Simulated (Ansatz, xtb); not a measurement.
## GaH4InOSi: where a starting geometry ends

The starting geometry of this gas-phase singlet was built from a drawn formula by distance geometry; its bonds are those of `[GaH2][In]1[O][SiH2]1`.

```yaml
atoms:
  - { symbol: Ga, position_ang: [-0.1761, 2.3207, -0.8496] }
  - { symbol: In, position_ang: [-1.5766, 0.0416, -0.3259] }
  - { symbol: O, position_ang: [-1.6109, -1.1142, 1.3624] }
  - { symbol: Si, position_ang: [-0.7961, -2.3733, 0.4517] }
  - { symbol: H, position_ang: [0.9335, 1.5956, -1.9273] }
  - { symbol: H, position_ang: [0.6673, 3.5062, -0.1683] }
  - { symbol: H, position_ang: [-1.4633, -3.6387, 0.2478] }
  - { symbol: H, position_ang: [0.5946, -2.2792, 0.4599] }
```

Problem. Predict what becomes of its bonds when it is optimised with r2SCAN-D4/def2-SVP.

Solution. It keeps its bonds, and is `[GaH2][In]1[O][SiH2]1`.

The energy falls by 1.63 eV over 19 steps:

| step | E − E(last) (eV) |
| --- | --- |
| 1 | 1.629 |
| 3 | 0.736 |
| 5 | 0.353 |
| 7 | 0.164 |
| 9 | 0.090 |
| 11 | 0.009 |
| 13 | 0.001 |
| 15 | 0.000 |
| 17 | 0.000 |
| 19 | 0.000 |

Final geometry (Å):

```yaml
atoms:
  - { symbol: Ga, position_ang: [0.0537, 2.2125, -0.9105] }
  - { symbol: In, position_ang: [-0.7628, -0.2927, -0.8845] }
  - { symbol: O, position_ang: [-0.1877, -1.0341, 1.1497] }
  - { symbol: Si, position_ang: [-0.8845, -2.3731, 0.5201] }
  - { symbol: H, position_ang: [1.4839, 2.5828, -1.4464] }
  - { symbol: H, position_ang: [-0.9139, 3.3704, -0.4712] }
  - { symbol: H, position_ang: [-2.1882, -2.8464, 1.0823] }
  - { symbol: H, position_ang: [-0.0280, -3.5608, 0.2110] }
```

From the same start GFN2-xTB ends elsewhere, differing in Ga1–O3 (2.28 against 3.85 Å here), Ga1–H5 (3.80 against 1.57 Å here), In2–Si4 (3.55 against 2.51 Å here), Si4–H5 (1.46 against 5.83 Å here).

The end wasn't checked by frequencies. Atoms past krypton carry core potentials, without spin–orbit terms. Run with Ansatz 0.2.0, 59 s on 2 threads of Intel(R) Xeon(R) Platinum 8259CL CPU @ 2.50GHz (Skylake/Cascade Lake), on a shared host.
